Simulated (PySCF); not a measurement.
Constitutional and geometric isomers with formula H6OSi3. Isolated molecules, 0 K electronic values unless said otherwise. One relaxed conformer stands for each flexible species; it need not be the lowest. Strings in code marks are SMILES. All members: neutral, multiplicity 1. Level: r2SCAN-D4/def2-TZVP (PySCF). Delta-SCF ions had no search for a lower state.  The removal energy is E(N − 1 electrons) − E(N electrons) at the parent's geometry; ε(HOMO) is measured against the vacuum level.

```csv
species,−ε(HOMO) (eV),vertical ionisation energy (Delta-SCF) (eV)
`O[Si](=[SiH2])[SiH3]` (H–O–Si–Si torsion 29°),5.23,withheld
`O/[SiH]=[SiH]\[SiH3]` (H–O–Si–Si torsion 156°),5.35,7.75
`[SiH2]=[SiH]O[SiH3]` (Si–Si–O–Si torsion 24°),5.36,7.85
`O=[Si]([SiH3])[SiH3]`,6.28,8.96
`O1[SiH2][SiH2][SiH2]1`,6.58,9.20
`O=[SiH][SiH2][SiH3]` (O–Si–Si–Si torsion 8°),6.58,9.43
```

### Question
Fit vertical ionisation energy (Delta-SCF) = a + b·x to the 5 complete rows by least squares, with x = −ε(HOMO) in eV. Give a, b and the rms residual, and predict the withheld value.

### Answer
Means of the 5 rows: x̄ = 6.03, ȳ = 8.638 eV. Σ(x − x̄)² = 1.5788 and Σ(x − x̄)(y − ȳ) = 1.957, so b = 1.240 and a = ȳ − b·x̄ = 1.161 eV. The rms residual is 0.078 eV. At x = 5.23 the line gives 7.65 eV, outside the range of the fitted rows. The run for `O[Si](=[SiH2])[SiH3]` (H–O–Si–Si torsion 29°) gave 7.62 eV, so the line is off by 0.03 eV, within twice the rms residual.

Codes: PySCF.
